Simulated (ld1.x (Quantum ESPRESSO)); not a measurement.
# Transferability test, TM potential for terbium

terbium (Tb), norm-conserving Troullier–Martins (Kleinman–Bylander form), made with ld1.x (Quantum ESPRESSO) 7.5 (LDA (PZ), scalar-relativistic). Core [Kr] 4d10 4f8, reference 5s2 5p6 5d1 6s2 6p0. Waves: 5s (bound): rc 2.20 bohr; 5p (bound): rc 2.25 bohr; 5d (bound): rc 2.90 bohr. Local part: the d channel. Core correction: a·sin(br)/r model core, default radius (core density twice the valence density).

Occupied shells without a wave of their own: 6s. They enter only through the test configuration that unscreens the potential, and ld1.x also counts them in the model core charge.

Energies are relative to the spin-unpolarised reference configuration 5s2 5p6 5d1 6s2 6p0; without spin polarisation the order of configurations can differ from experiment.

ld1.x takes every shell without a wave as core, so the model core holds the 6s electrons as well and exchange and correlation see them twice. This cancels in the reference configuration, but the file is broken for other ones, and its errors say nothing about a proper core correction.

```
valence configuration  charge  ΔE all-electron (eV)  error AE − PS (meV)
  5s2 5p6 5d1 6s1 6p0      +1                 6.954                 +495
  5s2 5p6 5d1 6s0 6p0      +2                19.498                 +964
  5s2 5p6 5d0 6s0 6p0      +3                39.597                +1102
5s2 5p6 5d1 6s1.5 6p0    +0.5                 2.809                 +241
  5s2 5p5 5d1 6s2 6p0      +1                33.136                 -281
  5s2 5p6 5d1 6s0 6p1      +1                10.736                +1281
  5s2 5p6 5d0 6s2 6p0      +1                 6.153                  -50
```

Levels in the configuration 5s2 5p6 5d1 6s0 6p0:

| level | all-electron (eV) | pseudo (eV) |
| --- | --- | --- |
| 5s | -65.445 | -64.992 |
| 5p | -41.964 | -41.505 |
| 5d | -15.419 | -15.257 |

The potential misses its own reference levels by up to 0.5 eV.
